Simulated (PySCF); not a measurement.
CsCl, SMILES [Cl][Cs].

Geometry optimised at B3LYP-D3(BJ)/def2-TZVPD. The def2 effective core potentials stand for the cores of Cs; spin–orbit coupling is left out.

Two levels are set side by side: PBE/def2-TZVPD (PySCF) and r2SCAN/def2-TZVPD (PySCF). Same geometry, gas phase. Differences are taken from unrounded values.

| quantity | r2SCAN |
|---|---|
| orbital gap (eV) | 4.03 |
| highest occupied level (eV) | -4.94 |
| lowest empty level (eV) | -0.91 |
| dipole moment (D) | 10.59 |
| mean polarisability (bohr³) | 49.5 |

What does PBE give, and how far is it from r2SCAN? (An estimate is asked for; the answer gives what the named calculation found.)


```json
[
 {"quantity": "orbital gap (eV)", "PBE": "3.11", "PBE minus r2SCAN": "-0.92"},
 {"quantity": "highest occupied level (eV)", "PBE": "-4.73", "PBE minus r2SCAN": "0.21"},
 {"quantity": "lowest empty level (eV)", "PBE": "-1.62", "PBE minus r2SCAN": "-0.71"},
 {"quantity": "dipole moment (D)", "PBE": "10.24", "PBE minus r2SCAN": "-0.35"},
 {"quantity": "mean polarisability (bohr³)", "PBE": "54.7", "PBE minus r2SCAN": "5.2"}
]
```

Rough cost on one machine, each run with all the roots and properties that it gave: r2SCAN against PBE about 3 times.
